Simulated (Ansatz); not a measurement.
C4H9LiO, charge -1, doublet, at a GFN2-xTB geometry (such geometries of metal compounds can be far from the true shape) (a state made from the parent by changing its charge; the spin is typed, not shown lowest) (a gas-phase anion, which may not be bound at this level). Base run: BLYP/6-31G** (Ansatz, a program for electronic structure).

Ansatz was given this input:
Ansatz 0.2 input:
```yaml
crystal:
  periodic: [false, false, false]
  atoms:
    - {symbol: Li, position_ang: [1.01914719, 1.96511518, 2.02962093]}
    - {symbol: O, position_ang: [0.42525215, 0.81996935, 0.84688519]}
    - {symbol: C, position_ang: [-0.02303407, -0.04441420, -0.04587211]}
    - {symbol: C, position_ang: [1.00456360, -1.18741221, -0.31372590]}
    - {symbol: C, position_ang: [-1.34933231, -0.72249792, 0.41811336]}
    - {symbol: C, position_ang: [-0.31499227, 0.63776187, -1.41829453]}
    - {symbol: H, position_ang: [0.63768630, -1.90422918, -1.05132520]}
    - {symbol: H, position_ang: [1.21056439, -1.71112513, 0.61918768]}
    - {symbol: H, position_ang: [1.93793089, -0.75456600, -0.67220735]}
    - {symbol: H, position_ang: [-1.17747962, -1.23946630, 1.36164377]}
    - {symbol: H, position_ang: [-1.72329582, -1.43791531, -0.31728280]}
    - {symbol: H, position_ang: [-2.10541501, 0.04402891, 0.58489126]}
    - {symbol: H, position_ang: [0.59923216, 1.09708597, -1.79280002]}
    - {symbol: H, position_ang: [-1.05606975, 1.42402205, -1.27815750]}
    - {symbol: H, position_ang: [-0.68584198, -0.07356057, -2.15921905]}
basis:
  gaussian:
    orbitals: 6-31G__.json
hamiltonian:
  xc: blyp
total_charge: -1
magnetization: {spin_polarized: true, initial_magnetization: 1}
```
The basis file holds 6-31G** in the JSON format of the Basis Set Exchange.

The base run was repeated with changes; each row names its change, and settings that it needs were set with it.

| change | ΔE vs base (mEh) |
|---|---|
| base | 0.000 |
| lower_state_search = full | 0.000 |
| final_grid = 4, 8, 17 | -0.062 |
| point_charge = charge:0.5 position_ang:-1.2531, -6.2547, -1.631 | -31.621 |
| point_charge = charge:1.0 position_ang:-4.1, -4.3209, 2.4398 | -70.752 |
| final_grid = 6, 12, 29 | 0.003 |
| nuclear_model = gaussian | 0.026 |
| accuracy = high | -0.002 |
| lower_state_search = off | 0.000 |
| final_grid = 14, 28, 59 | -0.004 |
| forces = on | 0.000 |

A gas-phase anion may not be bound at this level; its values then depend on the basis.
